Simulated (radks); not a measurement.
Problem. These are the eigenvalues of the occupied orbitals of an atom or ion with whole-number occupations (eV). All-electron calculation, scalar-relativistic Kohn-Sham, r2SCAN, spin-polarised, spherical densities, finite nucleus; meta-GGA in the generalised Kohn-Sham scheme; Fermi nuclear charge, rms radius of each element as measured or else 0.836 A^(1/3) + 0.57 fm. Program: a radial shooting solver on a logarithmic mesh with Libxc functionals.

1s up: -58432.92
1s down: -58432.92
2s up: -10667.99
2s down: -10662.58
2p up: -9546.993
2p down: -9542.797
3s up: -3148.749
3s down: -3147.508
3p up: -2806.033
3p down: -2804.257
3d up: -2382.251
3d down: -2378.403
4s up: -1311.820
4s down: -1298.789
4p up: -1187.424
4p down: -1174.515
4d up: -1024.615

Which element is it, and in what charge state? The configuration may be excited. Open shells, if any, are filled with parallel spins first.

Solution. Z = 68, erbium, charge +28: Er28+ in [Kr] 4d4. The list shows which subshells hold electrons but not how many an open one holds; the 1s level, -2147.4 hartree, gives Z - s = 65.5 by -(Z - s)^2/2, which with screening and relativity narrows Z to a few neighbours, and the depths of the outer levels then fix element, charge and occupations together.
